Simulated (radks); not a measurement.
Question: These are the eigenvalues of the occupied orbitals of an atom or ion with whole-number occupations (eV). Calculated with a radial shooting solver on a logarithmic mesh with Libxc functionals: Dirac Kohn-Sham, LDA (Slater exchange, Perdew-Wang correlation), spin-unpolarised, spherical densities, finite nucleus; Fermi nuclear charge, rms radius of each element as measured or else 0.836 A^(1/3) + 0.57 fm.

1s1/2: -90398.36
2s1/2: -16244.72
2p1/2: -15621.08
2p3/2: -13304.12
3s1/2: -3933.500
3p1/2: -3649.111
3p3/2: -3130.464
3d3/2: -2659.621
3d5/2: -2549.554
4s1/2: -915.1350
4p1/2: -791.1513
4p3/2: -663.0763
4d3/2: -460.1954
4d5/2: -436.2822
5s1/2: -174.5325
4f5/2: -172.6783
4f7/2: -167.1827
5p1/2: -131.3120
5p3/2: -106.4079
5d3/2: -45.9890
5d5/2: -42.9464
6s1/2: -30.6927
6p1/2: -21.2738

Which element is it, and in what charge state? The configuration may be excited. Open shells, if any, fill j = l - 1/2 first.

Answer: Z = 83, bismuth, charge +2: Bi2+ in [Hg] 6p1. The list shows which subshells hold electrons but not how many an open one holds; the 1s level, -3322.1 hartree, gives Z - s = 81.5 by -(Z - s)^2/2, which with screening and relativity narrows Z to a few neighbours, and the depths of the outer levels then fix element, charge and occupations together.
